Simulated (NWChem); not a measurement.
System: C2H3F3Si; SMILES FC(F)=C(F)[SiH3]

Output (shortened):

```
             Northwest Computational Chemistry Package (NWChem) 7.3.0
             --------------------------------------------------------

 CS  symmetry detected

                             Geometry "geometry" -> ""
                             -------------------------

 Output coordinates in angstroms (scale by  1.889725989 to convert to a.u.)

  No.       Tag          Charge          X              Y              Z
 ---- ---------------- ---------- -------------- -------------- --------------
    1 F                    9.0000    -1.50368541     1.04851236     0.00000000
    2 C                    6.0000    -0.17337428     0.98786498     0.00000000
    3 F                    9.0000     0.34056953     2.21064932     0.00000000
    4 C                    6.0000     0.46175373    -0.17207617     0.00000000
    5 F                    9.0000     1.81154888    -0.15988809     0.00000000
    6 Si                  14.0000    -0.41263455    -1.86408794     0.00000000
    7 H                    1.0000     0.67147261    -2.83948246     0.00000000
    8 H                    1.0000    -1.23038129    -1.92574077     1.20848883
    9 H                    1.0000    -1.23038129    -1.92574077    -1.20848883

 Effective nuclear repulsion energy (a.u.)     296.0967225693

      Symmetry information
      --------------------

 Group name             Cs
 Group number              2
 Group order               2
 No. of unique centers     8

                                Z-matrix (autoz)
                                --------

 Units are Angstrom for bonds and degrees for angles

[...]

      ----------------------
      Optimization converged
      ----------------------

  Step       Energy      Delta E   Gmax     Grms     Xrms     Xmax
  ---- ---------------- -------- -------- -------- -------- --------
@    6    -666.10376871  1.2D-07  0.00007  0.00002  0.00028  0.00083
                                     ok       ok       ok       ok

                                Z-matrix (autoz)
                                --------

 Units are Angstrom for bonds and degrees for angles

      Type          Name      I     J     K     L     M      Value     Gradient
      ----------- --------  ----- ----- ----- ----- ----- ---------- ----------
    1 Stretch                  1     2                       1.31273    0.00007
    2 Stretch                  2     3                       1.30366   -0.00003
    3 Stretch                  2     4                       1.33621   -0.00000
    4 Stretch                  4     5                       1.34368   -0.00001
    5 Stretch                  4     6                       1.88732   -0.00004
    6 Stretch                  6     7                       1.48921    0.00001
    7 Stretch                  6     8                       1.49237    0.00000
    8 Stretch                  6     9                       1.49237    0.00000
    9 Bend                     1     2     3               111.94075   -0.00000
   10 Bend                     1     2     4               122.03213   -0.00000
   11 Bend                     2     4     5               117.45067    0.00000
   12 Bend                     2     4     6               124.19563   -0.00000
   13 Bend                     3     2     4               126.02713    0.00000
   14 Bend                     4     6     7               106.36656    0.00001
   15 Bend                     4     6     8               110.52319   -0.00001
   16 Bend                     4     6     9               110.52319   -0.00001
   17 Bend                     5     4     6               118.35370    0.00000
   18 Bend                     7     6     8               110.33772   -0.00000
   19 Bend                     7     6     9               110.33772   -0.00000
   20 Bend                     8     6     9               108.74585    0.00001
   21 Torsion                  1     2     4     5         180.00000    0.00000
   22 Torsion                  1     2     4     6          -0.00000   -0.00000
   23 Torsion                  2     4     6     7         180.00000    0.00000
   24 Torsion                  2     4     6     8         -60.21685    0.00000
   25 Torsion                  2     4     6     9          60.21685   -0.00000
   26 Torsion                  3     2     4     5           0.00000    0.00000
   27 Torsion                  3     2     4     6         180.00000    0.00000
   28 Torsion                  5     4     6     7           0.00000   -0.00000
   29 Torsion                  5     4     6     8         119.78315    0.00000
   30 Torsion                  5     4     6     9        -119.78315   -0.00000

                         Geometry "geometry" -> "geometry"
                         ---------------------------------

 Output coordinates in angstroms (scale by  1.889725989 to convert to a.u.)

  No.       Tag          Charge          X              Y              Z
 ---- ---------------- ---------- -------------- -------------- --------------
    1 F                    9.0000    -1.49277844     1.09244786     0.00000000
    2 C                    6.0000    -0.18222937     1.01681022     0.00000000
    3 F                    9.0000     0.37374531     2.19597185     0.00000000
    4 C                    6.0000     0.46004398    -0.15491781     0.00000000
    5 F                    9.0000     1.80339374    -0.12494124     0.00000000
    6 Si                  14.0000    -0.39899120    -1.83540073     0.00000000
    7 H                    1.0000     0.68228131    -2.85940938     0.00000000
    8 H                    1.0000    -1.25528871    -1.98527515     1.21303421
    9 H                    1.0000    -1.25528871    -1.98527515    -1.21303421

 Effective nuclear repulsion energy (a.u.)     297.1489706966

      Symmetry information
      --------------------

 Group name             Cs
 Group number              2
 Group order               2
 No. of unique centers     8

                Final and change from initial internal coordinates
                --------------------------------------------------

                                Z-matrix (autoz)
                                --------

 Units are Angstrom for bonds and degrees for angles

[...]

 Rotational Constants
 --------------------
 A=   0.139691 cm-1  (  0.200979 K)
 B=   0.070432 cm-1  (  0.101334 K)
 C=   0.047608 cm-1  (  0.068496 K)

 Temperature                      =   298.15K
 frequency scaling parameter      =   1.0000

 Zero-Point correction to Energy  =   27.972 kcal/mol  (  0.044577 au)
 Thermal correction to Energy     =   31.854 kcal/mol  (  0.050763 au)
 Thermal correction to Enthalpy   =   32.446 kcal/mol  (  0.051707 au)

 Total Entropy                    =   79.385 cal/mol-K
   - Translational                =   40.038 cal/mol-K (mol. weight = 111.9956)
   - Rotational                   =   27.622 cal/mol-K (symmetry #  =        1)
   - Vibrational                  =   11.725 cal/mol-K

 Cv (constant volume heat capacity) =   21.382 cal/mol-K
   - Translational                  =    2.979 cal/mol-K
   - Rotational                     =    2.979 cal/mol-K
   - Vibrational                    =   15.423 cal/mol-K

[normal modes left out]

 ----------------------------------------------------------------------------
 Normal Eigenvalue ||           Projected Infra Red Intensities
  Mode   [cm**-1]  || [atomic units] [(debye/angs)**2] [(KM/mol)] [arbitrary]
 ------ ---------- || -------------- ----------------- ---------- -----------
    1      -88.755 ||    0.000007           0.000         0.007       0.001
    2       -0.000 ||    0.000059           0.001         0.058       0.011
    3       -0.000 ||    0.000002           0.000         0.002       0.000
    4       -0.000 ||    0.000097           0.002         0.095       0.019
    5        0.000 ||    0.000098           0.002         0.095       0.019
    6        0.000 ||    0.000000           0.000         0.000       0.000
    7        0.000 ||    0.000251           0.006         0.245       0.049
    8      139.719 ||    0.001534           0.035         1.495       0.297
    9      148.113 ||    0.000233           0.005         0.227       0.045
   10      278.220 ||    0.002754           0.064         2.684       0.533
   11      339.144 ||    0.001400           0.032         1.365       0.271
   12      427.257 ||    0.019224           0.444        18.740       3.723
   13      508.824 ||    0.003918           0.090         3.820       0.759
   14      600.977 ||    0.001185           0.027         1.155       0.229
   15      640.863 ||    0.042445           0.979        41.377       8.219
   16      687.258 ||    0.045577           1.051        44.431       8.826
   17      693.693 ||    0.006699           0.155         6.531       1.297
   18      912.313 ||    0.257604           5.943       251.125      49.885
   19      927.844 ||    0.046713           1.078        45.539       9.046
   20      947.932 ||    0.047095           1.087        45.910       9.120
   21     1094.898 ||    0.044494           1.027        43.375       8.616
   22     1250.293 ||    0.182188           4.203       177.606      35.281
   23     1394.214 ||    0.192992           4.452       188.138      37.373
   24     1823.701 ||    0.269468           6.217       262.691      52.182
   25     2244.623 ||    0.053338           1.231        51.996      10.329
   26     2246.571 ||    0.098401           2.270        95.926      19.055
   27     2269.907 ||    0.076494           1.765        74.570      14.813
 ----------------------------------------------------------------------------

 ===============================================================================
      Negative Nuclear Hessian Mode    1  Eigenvalue =    -88.75 cm**(-1)
 -------------------------------------------------------------------------------
   Raw step length:  0.515 angstroms ;  The Raw step for this mode is:
    1 F                    9.0000    -0.00000000     0.00000000     0.01398681
    2 C                    6.0000    -0.00000000    -0.00000000     0.00632695
    3 F                    9.0000    -0.00000000    -0.00000000     0.00375709
    4 C                    6.0000     0.00000000    -0.00000000    -0.00009032
    5 F                    9.0000     0.00000000    -0.00000000    -0.02158997
    6 Si                  14.0000     0.00000000     0.00000000    -0.00047673
    7 H                    1.0000    -0.00000001    -0.00000001     0.29936651
    8 H                    1.0000    -0.22439230     0.12819169    -0.14394472
    9 H                    1.0000     0.22439230    -0.12819167    -0.14394471

  Geometry after  100.0% step for mode  1; Step length =  0.515 angstroms
   Maximum component (any atom: x,y, or z) displacement:  0.566
    1 F                    9.0000    -1.49277844     1.09244786     0.01398681
    2 C                    6.0000    -0.18222937     1.01681021     0.00632695
    3 F                    9.0000     0.37374531     2.19597185     0.00375709
    4 C                    6.0000     0.46004398    -0.15491782    -0.00009032
    5 F                    9.0000     1.80339374    -0.12494124    -0.02158997
    6 Si                  14.0000    -0.39899120    -1.83540072    -0.00047673
    7 H                    1.0000     0.68228130    -2.85940938     0.29936651
    8 H                    1.0000    -1.47968101    -1.85708345     1.06908950
    9 H                    1.0000    -1.03089640    -2.11346681    -1.35697892

  Geometry after -100.0% step for mode  1; Step length =  0.515 angstroms
   Maximum component (any atom: x,y, or z) displacement:  0.566
    1 F                    9.0000    -1.49277844     1.09244786    -0.01398681
    2 C                    6.0000    -0.18222937     1.01681022    -0.00632695
    3 F                    9.0000     0.37374531     2.19597185    -0.00375709
    4 C                    6.0000     0.46004398    -0.15491781     0.00009032
    5 F                    9.0000     1.80339374    -0.12494124     0.02158997
    6 Si                  14.0000    -0.39899120    -1.83540073     0.00047673
    7 H                    1.0000     0.68228132    -2.85940937    -0.29936651
    8 H                    1.0000    -1.03089641    -2.11346684     1.35697893
    9 H                    1.0000    -1.47968101    -1.85708348    -1.06908950

  Geometry after   50.0% step for mode  1; Step length =  0.258 angstroms
   Maximum component (any atom: x,y, or z) displacement:  0.283
    1 F                    9.0000    -1.49277844     1.09244786     0.00699341
    2 C                    6.0000    -0.18222937     1.01681021     0.00316347
    3 F                    9.0000     0.37374531     2.19597185     0.00187854
    4 C                    6.0000     0.46004398    -0.15491782    -0.00004516
    5 F                    9.0000     1.80339374    -0.12494124    -0.01079498
    6 Si                  14.0000    -0.39899120    -1.83540072    -0.00023836
    7 H                    1.0000     0.68228131    -2.85940938     0.14968326
    8 H                    1.0000    -1.36748486    -1.92117930     1.14106185
    9 H                    1.0000    -1.14309256    -2.04937098    -1.28500657

  Geometry after  -50.0% step for mode  1; Step length =  0.258 angstroms
   Maximum component (any atom: x,y, or z) displacement:  0.283
    1 F                    9.0000    -1.49277844     1.09244786    -0.00699341
    2 C                    6.0000    -0.18222937     1.01681022    -0.00316347
    3 F                    9.0000     0.37374531     2.19597185    -0.00187854
    4 C                    6.0000     0.46004398    -0.15491781     0.00004516
    5 F                    9.0000     1.80339374    -0.12494124     0.01079498
    6 Si                  14.0000    -0.39899120    -1.83540073     0.00023836
    7 H                    1.0000     0.68228132    -2.85940937    -0.14968326
    8 H                    1.0000    -1.14309256    -2.04937099     1.28500657
    9 H                    1.0000    -1.36748486    -1.92117931    -1.14106186

  Geometry after   35.4% step for mode  1; Step length =  0.182 angstroms
   Maximum component (any atom: x,y, or z) displacement:  0.200
    1 F                    9.0000    -1.49277844     1.09244786     0.00494478
    2 C                    6.0000    -0.18222937     1.01681021     0.00223677
    3 F                    9.0000     0.37374531     2.19597185     0.00132825
    4 C                    6.0000     0.46004398    -0.15491782    -0.00003193
    5 F                    9.0000     1.80339374    -0.12494124    -0.00763273
    6 Si                  14.0000    -0.39899120    -1.83540072    -0.00016854
    7 H                    1.0000     0.68228131    -2.85940938     0.10583545
    8 H                    1.0000    -1.33461842    -1.93995536     1.16214524
    9 H                    1.0000    -1.17595899    -2.03059492    -1.26392318

  Geometry after  -35.4% step for mode  1; Step length =  0.182 angstroms
   Maximum component (any atom: x,y, or z) displacement:  0.200
    1 F                    9.0000    -1.49277844     1.09244786    -0.00494478
    2 C                    6.0000    -0.18222937     1.01681022    -0.00223677
    3 F                    9.0000     0.37374531     2.19597185    -0.00132825
    4 C                    6.0000     0.46004398    -0.15491781     0.00003193
    5 F                    9.0000     1.80339374    -0.12494124     0.00763273
    6 Si                  14.0000    -0.39899120    -1.83540073     0.00016854
    7 H                    1.0000     0.68228132    -2.85940937    -0.10583545
    8 H                    1.0000    -1.17595899    -2.03059493     1.26392318
    9 H                    1.0000    -1.33461842    -1.93995537    -1.16214524

  Geometry after   17.7% step for mode  1; Step length =  0.091 angstroms
   Maximum component (any atom: x,y, or z) displacement:  0.100
    1 F                    9.0000    -1.49277844     1.09244786     0.00247239
    2 C                    6.0000    -0.18222937     1.01681022     0.00111839
    3 F                    9.0000     0.37374531     2.19597185     0.00066412
    4 C                    6.0000     0.46004398    -0.15491782    -0.00001596
    5 F                    9.0000     1.80339374    -0.12494124    -0.00381637
    6 Si                  14.0000    -0.39899120    -1.83540072    -0.00008427
    7 H                    1.0000     0.68228131    -2.85940938     0.05291772
    8 H                    1.0000    -1.29495357    -1.96261525     1.18758973
    9 H                    1.0000    -1.21562385    -2.00793503    -1.23847870

  Geometry after  -17.7% step for mode  1; Step length =  0.091 angstroms
   Maximum component (any atom: x,y, or z) displacement:  0.100
    1 F                    9.0000    -1.49277844     1.09244786    -0.00247239
    2 C                    6.0000    -0.18222937     1.01681022    -0.00111839
    3 F                    9.0000     0.37374531     2.19597185    -0.00066412
    4 C                    6.0000     0.46004398    -0.15491781     0.00001596
    5 F                    9.0000     1.80339374    -0.12494124     0.00381637
    6 Si                  14.0000    -0.39899120    -1.83540073     0.00008427
    7 H                    1.0000     0.68228132    -2.85940937    -0.05291772
    8 H                    1.0000    -1.21562385    -2.00793504     1.23847870
    9 H                    1.0000    -1.29495357    -1.96261526    -1.18758973
```

Level: PBE0/def2-SVP. The optimisation ended at a saddle point (imaginary frequency).

Write an input that gives this output.

Several could match; the one computed here: the input that was run:
```
start job
memory heap 200 mb stack 900 mb global 1100 mb
geometry units angstroms
  F      0.729645     0.324224    -1.617286
  C      0.828252     0.286847    -0.289775
  F      2.041499     0.665264     0.089925
  C     -0.191273    -0.087200     0.464883
  F     -0.021781    -0.101643     1.803972
  Si    -1.889294    -0.608313    -0.222594
  H     -2.682186    -0.930433     0.958187
  H     -2.419517     0.530244    -0.967923
  H     -1.666847    -1.763401    -1.088179
end
basis spherical
  * library def2-svp
end
dft
  xc pbe0
  iterations 150
end
driver
  maxiter 120
end
task dft optimize
task dft freq
```
